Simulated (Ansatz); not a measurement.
A nudged elastic band was laid between two geometries of a periodic cell of 17 atoms, Ag16P (surface Ag(110), adsorbate P).

These are results of DFT PBE-D3(BJ), scalar-relativistic, plane waves, PAW in Ansatz, not measurements. Settings: cutoff 420 eV, k mesh 2x3x1, gaussian smearing 0.15 eV, no spin polarisation.

```json
{
  "movable images": "3",
  "climbing image": "yes",
  "spring": "5.0 eV/Å²",
  "optimiser": "fire",
  "start path": "default",
  "force threshold": "0.05 eV/Å",
  "iteration limit": "50",
  "end points": "relaxed",
  "atoms held": "1 to 4",
  "largest step": "0.5 Å"
}
```

First end point:

```xyz
17
Lattice="8.1800 0.0000 0.0000 0.0000 5.7841 0.0000 0.0000 0.0000 15.3381" Properties=species:S:1:pos:R:3
Ag 2.045 1.446 1.000
Ag 6.135 1.446 1.000
Ag 2.045 4.338 1.000
Ag 6.135 4.338 1.000
Ag -0.063 -0.008 2.377
Ag 4.152 -0.007 2.376
Ag -0.064 2.903 2.376
Ag 4.153 2.903 2.376
Ag 2.043 1.450 3.683
Ag 6.133 1.451 4.049
Ag 2.043 4.342 3.851
Ag 6.133 4.343 4.129
Ag 0.098 -0.006 5.330
Ag 3.988 -0.007 5.330
Ag 0.097 2.908 5.329
Ag 3.988 2.907 5.329
P 2.042 1.451 6.159
```

Last end point:

Only the atoms that move by more than 0.05 Å are listed.
```
Ag9 2.043 1.450 3.851
Ag10 6.133 1.451 4.129
Ag11 2.043 4.342 3.683
Ag12 6.133 4.343 4.049
P17 2.042 4.343 6.159
```

What changes between the two ends?

Contacts lost: Ag9–P17. Contacts made: Ag11–P17. The atom that moves furthest is P17, by 2.89 Å; four of its nearest neighbours are Ag9 2.48, Ag13 2.57, Ag15 2.57, Ag16 2.57 Å at the first end and Ag11 2.48, Ag15 2.57, Ag13 2.57, Ag14 2.57 Å at the last.

Give the energies along the band, and the barrier.

The forces met the threshold. The highest image is number 2 of 0 to 4, 0.202 eV above the ends, which have the same energy within 2 meV. The order of the stationary point at the top wasn't checked. Limits of this set-up: coarse k mesh, thin slab, slab without dipole correction, odd electron count without spin.

```tsv
image	path coordinate (Å)	energy (eV)	Ag9–P17 (Å)	Ag11–P17 (Å)
0	0.00	0.000	2.48	3.70
1	0.87	0.120	2.45	2.96
2	1.75	0.202	2.53	2.53
3	2.62	0.119	2.97	2.45
4	3.50	0.000	3.70	2.48
```

What is the geometry of the highest image?


```xyz
17
Lattice="8.1800 0.0000 0.0000 0.0000 5.7841 0.0000 0.0000 0.0000 15.3381" Properties=species:S:1:pos:R:3
Ag 2.045 1.446 1.000
Ag 6.135 1.446 1.000
Ag 2.045 4.338 1.000
Ag 6.135 4.338 1.000
Ag 0.016 0.001 2.341
Ag 4.074 0.001 2.341
Ag -0.002 2.893 2.331
Ag 4.091 2.893 2.331
Ag 2.044 1.439 3.921
Ag 6.134 1.418 3.869
Ag 2.044 4.351 3.920
Ag 6.134 4.372 3.869
Ag 0.002 0.003 5.293
Ag 4.087 0.003 5.293
Ag -0.292 2.895 5.382
Ag 4.380 2.895 5.381
P 2.044 2.897 5.985
```

The run took 13 min on 4 threads of Intel(R) Xeon(R) Platinum 8488C (Sapphire Rapids), on a shared host, peak memory 3.5 GiB.
